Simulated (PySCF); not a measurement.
methylammonium (CH6N), SMILES C[NH3+], charge +1. Atoms are numbered in the order given.

```xyz
8

C      0.0000     0.0000    -0.7984
N      0.0000     0.0000     0.7093
H      0.0000    -1.0331    -1.1395
H      0.8947     0.5166    -1.1395
H     -0.8947     0.5166    -1.1395
H     -0.8254    -0.4766     1.0813
H      0.0000     0.9531     1.0813
H      0.8254    -0.4766     1.0813
```
Charge +1, spin multiplicity 1.

Geometry optimised at ωB97X-D3(BJ)/def2-TZVP.

Computed with PySCF with B3LYP/pcSseg-2.

GIAO shieldings, no solvent; atoms alike by connectivity are averaged. δ = σ(ref) − σ: ¹³C against TMS (σ = 181.3 ppm); ¹⁵N against NH3 (σ = 260.3 ppm); ¹H against TMS (σ = 31.68 ppm), references at their B3LYP-D3(BJ)/def2-TZVP geometries, non-relativistic.

Computed chemical shifts:
```
nucleus       atoms  count  δ (ppm)
-------  ----------  -----  -------
¹³C              C1      1     35.8
¹⁵N              N2      1     42.0
¹H       H6, H7, H8      3     4.78
¹H       H3, H4, H5      3     3.51
```
